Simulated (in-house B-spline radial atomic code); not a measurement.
Ionisation energies along the 12-electron series, configuration [Ne] 3s2, as differences of self-consistent energies. Dirac energy differences include first-order Breit, QED and recoil terms. NIST's values go from ground level to ground level; the uncertainty of those that are theory runs from under 0.1 % in few-electron ions to several per cent in heavy many-electron ones. Computed with an all-electron radial atomic-structure program (B-spline basis): Dirac-Hartree-Fock, average of the configuration, finite nuclei.

| ion | configuration after | ionisation energy (eV) | IE/(q+1)² (eV) | -ε less Coulomb ΔSCF (eV) | Breit and QED recoil part (eV) | tabulated value (eV) | tabulated kind | computed minus tabulated (eV) |
| --- | --- | --- | --- | --- | --- | --- | --- | --- |
| Ba44+ | [Ne] 3s1 | 3546.1 | 1.7511 | 0.2067 | -3.9973 | 3546 | tabulated theory | 0 |
| La45+ | [Ne] 3s1 | 3703.5 | 1.7502 | 0.208 | -4.2707 | 3704 | tabulated theory | -1 |
| Ce46+ | [Ne] 3s1 | 3864.7 | 1.7495 | 0.20933 | -4.5574 | 3865 | tabulated theory | 0 |
| Pr47+ | [Ne] 3s1 | 4029.7 | 1.749 | 0.2107 | -4.8581 | 4030 | tabulated theory | 0 |
| Nd48+ | [Ne] 3s1 | ? | ? | ? | ? | ? | tabulated theory | ? |
| Pm49+ | [Ne] 3s1 | 4371.5 | 1.7486 | 0.21355 | -5.5027 | 4371 | tabulated theory | 1 |
| Sm50+ | [Ne] 3s1 | ? | ? | ? | ? | ? | tabulated theory | ? |
| Eu51+ | [Ne] 3s1 | 4729.1 | 1.7489 | 0.21656 | -6.208 | 4729 | tabulated theory | 0 |
| Gd52+ | [Ne] 3s1 | 4914.0 | 1.7494 | 0.21813 | -6.5848 | 4914 | tabulated theory | 0 |
| Tb53+ | [Ne] 3s1 | 5103.0 | 1.75 | 0.21975 | -6.9794 | 5103 | tabulated theory | 0 |
| Dy54+ | [Ne] 3s1 | 5296.1 | 1.7508 | 0.22141 | -7.3902 | 5296 | tabulated theory | 0 |
| Ho55+ | [Ne] 3s1 | ? | ? | ? | ? | ? | tabulated theory | ? |
| Er56+ | [Ne] 3s1 | 5695.0 | 1.7529 | 0.22488 | -8.2684 | 5695 | tabulated theory | 0 |

(1) Fill in the row of Nd48+.

(2) Fill in the row of Sm50+.

(3) Fill in the row of Ho55+.

Answers

(1) ionisation energy (eV): 4198.6; IE/(q+1)² (eV): 1.7487; -ε less Coulomb ΔSCF (eV): 0.2121; Breit and QED recoil part (eV): -5.1731; tabulated value (eV): 4198; computed minus tabulated (eV): 1.

(2) ionisation energy (eV): 4548.3; IE/(q+1)² (eV): 1.7487; -ε less Coulomb ΔSCF (eV): 0.21503; Breit and QED recoil part (eV): -5.847; tabulated value (eV): 4548; computed minus tabulated (eV): 0.

(3) ionisation energy (eV): 5493.5; IE/(q+1)² (eV): 1.7517; -ε less Coulomb ΔSCF (eV): 0.22312; Breit and QED recoil part (eV): -7.8201; tabulated value (eV): 5494; computed minus tabulated (eV): -1.
